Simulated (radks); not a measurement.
Species: the niobium ion Nb+. Configuration: [Kr] 4d2 5p2 (not the ground configuration). Method: Dirac Kohn-Sham, LDA (Slater exchange, Perdew-Wang correlation), spin-unpolarised, spherical densities, finite nucleus; open shells fill j = l - 1/2 first; Fermi nuclear charge, rms radius 4.324 fm; computed with a radial shooting solver on a logarithmic mesh with Libxc functionals.

Normalised radial functions P(r) = r R(r) (large component), r in bohr:

| r | 3d5/2 |
|---|---|
| 0.001895 | 0.0000 |
| 0.002188 | 0.0000 |
| 0.002527 | 0.0000 |
| 0.002919 | 0.0000 |
| 0.003398 | 0.0001 |
| 0.003924 | 0.0001 |
| 0.004532 | 0.0001 |
| 0.005234 | 0.0002 |
| 0.006093 | 0.0003 |
| 0.007037 | 0.0005 |
| 0.008127 | 0.0007 |
| 0.009386 | 0.0011 |
| 0.01093 | 0.0017 |
| 0.01262 | 0.0026 |
| 0.01457 | 0.0039 |
| 0.01683 | 0.0058 |
| 0.01959 | 0.0088 |
| 0.02263 | 0.0131 |
| 0.02613 | 0.0192 |
| 0.03018 | 0.0280 |
| 0.03485 | 0.0406 |
| 0.04058 | 0.0594 |
| 0.04686 | 0.0845 |
| 0.05412 | 0.1188 |
| 0.0625 | 0.1650 |
| 0.07276 | 0.2298 |
| 0.08403 | 0.3094 |
| 0.09705 | 0.4093 |
| 0.1121 | 0.5308 |
| 0.1305 | 0.6818 |
| 0.1507 | 0.8427 |
| 0.174 | 1.0132 |
| 0.201 | 1.1820 |
| 0.234 | 1.3414 |
| 0.2702 | 1.4564 |
| 0.3121 | 1.5197 |
| 0.3604 | 1.5189 |
| 0.4195 | 1.4437 |
| 0.4845 | 1.3069 |
| 0.5596 | 1.1202 |
| 0.6462 | 0.9045 |
| 0.7463 | 0.6836 |
| 0.8689 | 0.4697 |
| 1.003 | 0.3024 |
| 1.159 | 0.1774 |
| 1.338 | 0.0938 |
| 1.558 | 0.0421 |
| 1.799 | 0.0172 |
| 2.078 | 0.0060 |
| 2.4 | 0.0018 |
| 2.794 | 0.0004 |
| 3.227 | 0.0001 |
| 3.726 | 0.0000 |
| 4.303 | 0.0000 |
| 5.01 | 0.0000 |
| 5.786 | 0.0000 |
| 6.682 | 0.0000 |
| 7.717 | 0.0000 |
| 8.984 | 0.0000 |
| 10.38 | 0.0000 |
| 11.98 | 0.0000 |

3d5/2: eigenvalue -210.77 eV, 0 radial nodes, <r> = 0.435 bohr, 90 % of the charge inside 0.697 bohr.
